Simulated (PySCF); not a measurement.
CH8FNOSi2, SMILES C[SiH2]N[Si@H](O)F.

Geometry optimised at PBE0-D3(BJ)/def2-SVP. The structure was generated by enumeration; whether it is a known compound was not checked. One conformer was computed; it need not be the lowest.

The numbers are results of PySCF with PBE0-D3(BJ)/def2-SVP, not measurements.

Frequencies are harmonic and unscaled.

### Question
Give all harmonic wavenumbers and intensities. (An estimate is asked for; the answer gives what the named calculation found.)

### Answer

```tsv
mode	ν (cm⁻¹)	IR (km/mol)	moving atoms (share of kinetic energy)
1	17	0.3	C 29 %, H 23 %, F 21 %, N 14 %
2	53	1.0	H 25 %, F 23 %, O 22 %, Si 16 %, C 9 %
3	117	0.0	H 25 %, O 25 %, Si 23 %, N 13 %, F 8 %
4	173	1.6	H 76 %, Si 10 %
5	184	2.8	H 43 %, Si 23 %, C 19 %, O 10 %
6	217	108.7	H 78 %
7	285	12.6	F 36 %, H 21 %, N 19 %, O 12 %, Si 11 %
8	341	35.0	N 27 %, H 25 %, O 19 %, F 15 %, Si 12 %
9	380	60.2	H 67 %, N 13 %
10	424	44.0	Si 44 %, H 26 %, N 12 %, O 9 %
11	499	15.0	H 84 %, Si 13 %
12	616	6.5	H 42 %, N 23 %, Si 22 %, C 10 %
13	705	8.6	H 42 %, C 31 %, Si 22 %
14	740	92.0	H 65 %, Si 12 %, N 11 %
15	760	11.3	H 62 %, C 17 %, Si 14 %
16	796	98.0	H 70 %, O 19 %
17	840	51.3	H 41 %, F 33 %, Si 13 %, O 9 %
18	843	69.7	H 77 %, O 10 %
19	877	31.3	H 78 %, C 16 %
20	918	225.9	H 79 %
21	925	179.1	H 59 %, N 18 %, Si 17 %
22	946	143.5	Si 39 %, H 29 %, O 21 %, F 11 %
23	959	249.5	H 76 %, Si 15 %
24	1011	206.7	H 40 %, Si 35 %, N 16 %
25	1197	282.5	H 57 %, N 38 %
26	1264	34.2	H 77 %, C 22 %
27	1428	4.9	H 96 %
28	1430	3.0	H 96 %
29	2211	156.2	H 97 %
30	2253	98.1	H 97 %
31	2295	158.6	H 97 %
32	3056	2.0	H 97 %
33	3158	3.6	H 91 %, C 9 %
34	3168	2.3	H 91 %, C 9 %
35	3629	43.7	H 93 %
36	3939	126.1	H 94 %
```
